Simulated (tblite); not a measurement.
Species: C₃H₆FO₂S₂ (doublet state).
Atom-mapped SMILES: `[CH2:1][S:2](=[O:3])(=[O:4])[CH2:5][S:6][CH2:7][F:8]` (hydrogens: H9, H10 on C1; H11, H12 on C5; H13, H14 on C7)
Bond orders are those of one Lewis drawing.

Computed with GFN2-xTB (tblite), gas phase: L-BFGS steps from a force-field or distance-geometry start until the largest atomic force falls under 0.01 eV/Å.

Step 17: E = -781.1733 eV
```
atom  x, y, z in Å  |  force x, y, z in eV/Å
C1     -2.5387   -0.0132    0.4023    0.109   0.060  -0.060
S2     -1.0361   -0.7017   -0.0580   -0.079  -0.085   0.013
O3     -0.2909   -1.1656    1.0808    0.003  -0.015  -0.017
O4     -1.1778   -1.5841   -1.1798    0.020   0.030   0.011
C5     -0.0585    0.7808   -0.7064    0.030  -0.038   0.043
S6      1.4995    0.1550   -1.2889   -0.055   0.005  -0.041
C7      2.3547   -0.2282    0.2846   -0.017   0.024  -0.037
F8      2.1541    0.7585    1.1887    0.043   0.067  -0.004
H9     -3.2332    0.1940   -0.3856    0.022   0.001   0.033
H10    -2.5546    0.5520    1.3116   -0.009  -0.038  -0.031
H11     0.0797    1.4894    0.1026   -0.008   0.000   0.021
H12    -0.5930    1.1992   -1.5521    0.015  -0.006   0.033
H13     3.4208   -0.2732    0.0481    0.000  -0.032   0.021
H14     1.9734   -1.1634    0.6999   -0.072   0.028   0.015
```

Step 18: E = -781.1752 eV
```
atom  x, y, z in Å  |  force x, y, z in eV/Å
C1     -2.5360   -0.0135    0.4008    0.094   0.055  -0.053
S2     -1.0345   -0.7030   -0.0591   -0.100  -0.116   0.030
O3     -0.2888   -1.1677    1.0792   -0.005  -0.014  -0.023
O4     -1.1754   -1.5839   -1.1823    0.021   0.038   0.019
C5     -0.0626    0.7803   -0.7026    0.055  -0.023   0.028
S6      1.4916    0.1533   -1.2881    0.030  -0.024  -0.068
C7      2.3528   -0.2284    0.2824   -0.016   0.032  -0.010
F8      2.1578    0.7626    1.1828    0.035   0.102   0.018
H9     -3.2292    0.1954   -0.3879    0.021   0.002   0.038
H10    -2.5504    0.5508    1.3106   -0.014  -0.037  -0.033
H11     0.0794    1.4889    0.1046   -0.016   0.017   0.052
H12    -0.5931    1.2007   -1.5486   -0.019   0.005   0.013
H13     3.4196   -0.2782    0.0499   -0.010  -0.037  -0.013
H14     1.9681   -1.1577    0.7061   -0.076   0.000   0.003
```

Step 19: E = -781.1774 eV
```
atom  x, y, z in Å  |  force x, y, z in eV/Å
C1     -2.5314   -0.0139    0.3982    0.054   0.041  -0.033
S2     -1.0341   -0.7063   -0.0598   -0.069  -0.105   0.032
O3     -0.2860   -1.1707    1.0768   -0.013  -0.028  -0.010
O4     -1.1719   -1.5831   -1.1858    0.013   0.019   0.008
C5     -0.0668    0.7800   -0.6975    0.066  -0.004   0.006
S6      1.4820    0.1504   -1.2882    0.118  -0.050  -0.072
C7      2.3500   -0.2282    0.2800   -0.016   0.038   0.029
F8      2.1633    0.7705    1.1744    0.031   0.116   0.022
H9     -3.2226    0.1974   -0.3905    0.005   0.008   0.024
H10    -2.5444    0.5484    1.3085   -0.019  -0.024  -0.015
H11     0.0783    1.4885    0.1085   -0.017   0.022   0.073
H12    -0.5943    1.2030   -1.5434   -0.047   0.012   0.003
H13     3.4175   -0.2863    0.0517   -0.032  -0.038  -0.048
H14     1.9598   -1.1503    0.7150   -0.074  -0.005  -0.020
```

Step 20: E = -781.1796 eV
```
atom  x, y, z in Å  |  force x, y, z in eV/Å
C1     -2.5260   -0.0146    0.3953   -0.003   0.025  -0.007
S2     -1.0349   -0.7111   -0.0600    0.007  -0.056   0.015
O3     -0.2830   -1.1745    1.0740   -0.023  -0.052   0.013
O4     -1.1677   -1.5821   -1.1901   -0.002  -0.016  -0.012
C5     -0.0701    0.7802   -0.6922    0.066   0.010  -0.019
S6      1.4734    0.1461   -1.2893    0.164  -0.054  -0.042
C7      2.3465   -0.2275    0.2783   -0.013   0.040   0.063
F8      2.1698    0.7815    1.1649    0.031   0.100   0.007
H9     -3.2147    0.2000   -0.3934   -0.015   0.016   0.002
H10    -2.5374    0.5455    1.3057   -0.022  -0.005   0.012
H11     0.0767    1.4883    0.1142   -0.011   0.005   0.068
H12    -0.5970    1.2062   -1.5373   -0.054   0.009   0.009
H13     3.4144   -0.2963    0.0527   -0.056  -0.036  -0.069
H14     1.9495   -1.1421    0.7251   -0.067   0.015  -0.041
```

Problem. Estimate the geometry and energy of step 21. (The exact step hangs on the optimiser's Hessian estimate; all steps are aligned on step 20, rigid shifts and turns removed.)

Solution. E = -781.1817 eV, largest force 0.157 eV/Å
```
atom  x, y, z in Å  |  force x, y, z in eV/Å
C1     -2.5205   -0.0137    0.3920   -0.042  -0.004   0.019
S2     -1.0355   -0.7166   -0.0600    0.080   0.016  -0.012
O3     -0.2812   -1.1793    1.0721   -0.030  -0.078   0.036
O4     -1.1644   -1.5815   -1.1943   -0.015  -0.051  -0.027
C5     -0.0716    0.7802   -0.6875    0.062   0.014  -0.041
S6      1.4685    0.1417   -1.2913    0.154  -0.031   0.007
C7      2.3432   -0.2259    0.2776   -0.010   0.040   0.074
F8      2.1765    0.7939    1.1554    0.035   0.068  -0.012
H9     -3.2076    0.2023   -0.3961   -0.041   0.027  -0.026
H10    -2.5313    0.5422    1.3036   -0.025   0.017   0.042
H11     0.0747    1.4879    0.1210    0.002  -0.029   0.037
H12    -0.6007    1.2088   -1.5310   -0.041  -0.002   0.027
H13     3.4108   -0.3067    0.0530   -0.071  -0.030  -0.074
H14     1.9384   -1.1338    0.7335   -0.058   0.044  -0.050
```

The energy changes by -0.0022 eV. The first-order estimate −F·Δx gives -0.0029 eV and the mean of the old and new forces, exact on a quadratic surface, -0.0022 eV. The step makes an angle of 72° with the force vector and moves no atom by more than 0.017 Å.

The cost below is that of the whole relaxation. Hardware: an INTEL XEON PLATINUM 8581C at 2.10 GHz with one thread, on a shared host. Cost: 0.48 s of wall time.
